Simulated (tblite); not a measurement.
C5H11Se (charge -1).
Bonds: C1–C2, C2–C3, C2–C4, C2–C5, C5–Se6. Hydrogens: H7, H8, H9 on C1; H10, H11, H12 on C3; H13, H14, H15 on C4; H16, H17 on C5.

Computed with GFN2-xTB (tblite), gas phase: nudged elastic band of 9 images (0 to 8), spring 0.2 eV/Å², climbing image at the end, force threshold 0.05 eV/Å. The top image wasn't refined or checked by frequencies; at this threshold it can lie a kcal/mol or more above the true saddle point of the method.

The band describes a rotation about C2–C5 (quaternary sp3 carbon, sp3 carbon bound to selenium), followed by the dihedral C3–C2–C5–Se6, from the optimised start (-61°) to a second optimised geometry at 60°.

**Question.** How does the energy change from image to image?

**Answer.** 
| image | dihedral (°) | E (kcal/mol) | C2–C5 (Å) | C3···Se6 (Å) | largest true force (eV/Å) |
| --- | --- | --- | --- | --- | --- |
| 0 | -61 | 0.00 | 1.526 | 3.33 | 0.01 |
| 1 | -46 | 0.77 | 1.528 | 3.22 | 0.08 |
| 2 | -31 | 2.53 | 1.534 | 3.17 | 0.10 |
| 3 | -16 | 4.13 | 1.539 | 3.13 | 0.07 |
| 4 | 0 | 4.76 | 1.542 | 3.12 | 0.05 |
| 5 | 16 | 4.15 | 1.539 | 3.12 | 0.07 |
| 6 | 31 | 2.56 | 1.533 | 3.15 | 0.10 |
| 7 | 47 | 0.80 | 1.527 | 3.21 | 0.09 |
| 8 | 60 | 0.00 | 1.526 | 3.33 | 0.01 |

Barriers of this band. The top is image 4 at 0°: 4.8 kcal/mol in either direction, as the ends lie within 0.002 eV of each other (their dihedrals are equal and opposite within 4°). The central bond is 0.016 Å longer at the top than at the start.

**Question.** What rate follows at 200 K for crossing this barrier forward?

**Answer.** Taking the electronic barrier for the free energy of activation (no zero-point or entropy terms, transmission 1), rate = (kT/h)·exp(−ΔE/kT) ≈ 3 × 10^7 s⁻¹, whose inverse is 4 × 10^-8 s. An error of 1 kcal/mol in the barrier changes this by a factor of 12, and the method and the loose band can each miss by that much or more.

What follows is the cost of the whole band run. On one thread of an Arm Neoverse V2, no GPU, on a shared host, this took 2.0 s of wall time.
